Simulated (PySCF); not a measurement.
Isomers of C4H13NOSi, mass 119.077 u with the commonest isotopes. Level of theory: PBE0/pcSseg-1 in PySCF (dipole) on a GFN2-xTB geometry, gas phase. One conformer each, none proved a minimum here; rigid rotors.

**Question.** Order these by out-of-plane moment Σ m c² = (Ia + Ib − Ic)/2, smallest first.
A. `[CH3:1][NH:2][CH2:3][CH2:4][CH2:5][SiH2:6][OH:7]` with C1–N2–C3–C4 169°, N2–C3–C4–C5 46°, C3–C4–C5–Si6 45°, C4–C5–Si6–O7 -72°, C5–Si6–O7–H 18°
B. `[CH3:1][O:2][SiH2:3][NH:4][CH:5]([CH3:6])[CH3:7]` with C1–O2–Si3–N4 177°, O2–Si3–N4–C5 42°, Si3–N4–C5–C6 83°
C. `[CH3:1][CH2:2][O:3][CH2:4][SiH2:5][NH:6][CH3:7]` with C1–C2–O3–C4 180°, C2–O3–C4–Si5 178°, O3–C4–Si5–N6 58°, C4–Si5–N6–C7 180°
D. `[CH3:1][CH2:2][C@H:3]([CH2:4][NH2:5])[SiH2:6][OH:7]` with C1–C2–C3–C4 -175°, C2–C3–C4–N5 60°, C3–C4–N5–H 63° and -178°, C2–C3–Si6–O7 -84°, C3–Si6–O7–H 49°
E. `[CH3:1][CH2:2][CH2:3][NH:4][SiH2:5][O:6][CH3:7]` with C1–C2–C3–N4 -62°, C2–C3–N4–Si5 -81°, C3–N4–Si5–O6 172°, N4–Si5–O6–C7 175°

**Answer.** C (18.24 u·Å²), D (25.89 u·Å²), A (26.32 u·Å²), E (30.42 u·Å²), B (58.39 u·Å²).

**Question.** Order these by rotational constant A, smallest first.
A. `[CH3:1][NH:2][CH2:3][CH2:4][CH2:5][SiH2:6][OH:7]` with C1–N2–C3–C4 169°, N2–C3–C4–C5 46°, C3–C4–C5–Si6 45°, C4–C5–Si6–O7 -72°, C5–Si6–O7–H 18°
B. `[CH3:1][CH2:2][C@H:3]([CH2:4][NH2:5])[SiH2:6][OH:7]` with C1–C2–C3–C4 -175°, C2–C3–C4–N5 60°, C3–C4–N5–H 63° and -178°, C2–C3–Si6–O7 -84°, C3–Si6–O7–H 49°
C. `[CH3:1][CH2:2][O:3][CH2:4][SiH2:5][NH:6][CH3:7]` with C1–C2–O3–C4 180°, C2–O3–C4–Si5 178°, O3–C4–Si5–N6 58°, C4–Si5–N6–C7 180°
D. `[CH3:1][CH2:2][CH2:3][NH:4][SiH2:5][O:6][CH3:7]` with C1–C2–C3–N4 -62°, C2–C3–N4–Si5 -81°, C3–N4–Si5–O6 172°, N4–Si5–O6–C7 175°
E. `[CH3:1][O:2][SiH2:3][NH:4][CH:5]([CH3:6])[CH3:7]` with C1–O2–Si3–N4 177°, O2–Si3–N4–C5 42°, Si3–N4–C5–C6 83°

**Answer.** B (2683 MHz), A (2926 MHz), E (3797 MHz), C (4178 MHz), D (5076 MHz).

**Question.** Order these by dipole moment, largest first.
A. `[CH3:1][NH:2][CH2:3][CH2:4][CH2:5][SiH2:6][OH:7]` with C1–N2–C3–C4 169°, N2–C3–C4–C5 46°, C3–C4–C5–Si6 45°, C4–C5–Si6–O7 -72°, C5–Si6–O7–H 18°
B. `[CH3:1][O:2][SiH2:3][NH:4][CH:5]([CH3:6])[CH3:7]` with C1–O2–Si3–N4 177°, O2–Si3–N4–C5 42°, Si3–N4–C5–C6 83°
C. `[CH3:1][CH2:2][O:3][CH2:4][SiH2:5][NH:6][CH3:7]` with C1–C2–O3–C4 180°, C2–O3–C4–Si5 178°, O3–C4–Si5–N6 58°, C4–Si5–N6–C7 180°
D. `[CH3:1][CH2:2][C@H:3]([CH2:4][NH2:5])[SiH2:6][OH:7]` with C1–C2–C3–C4 -175°, C2–C3–C4–N5 60°, C3–C4–N5–H 63° and -178°, C2–C3–Si6–O7 -84°, C3–Si6–O7–H 49°

**Answer.** A (3.79 D), D (1.36 D), C (0.94 D), B (0.60 D).

```
            SMILES  point group  Ia (u·Å²)  Ib (u·Å²)  Ic (u·Å²)      κ  μa (D)  μb (D)  μc (D)
      CCOC[SiH2]NC           C1     120.97     562.95     647.44  -0.93    0.76    0.28    0.47
CC[C@H](CN)[SiH2]O           C1     188.35     361.91     498.48  -0.54    1.19    0.41    0.52
    CO[SiH2]NC(C)C           C1     133.10     470.23     486.55  -0.97    0.27    0.16    0.51
      CNCCC[SiH2]O           C1     172.71     333.50     453.56  -0.56    2.89    2.40    0.49
      CCCN[SiH2]OC           C1      99.56     558.77     597.50  -0.97    0.00    0.36    0.56
```
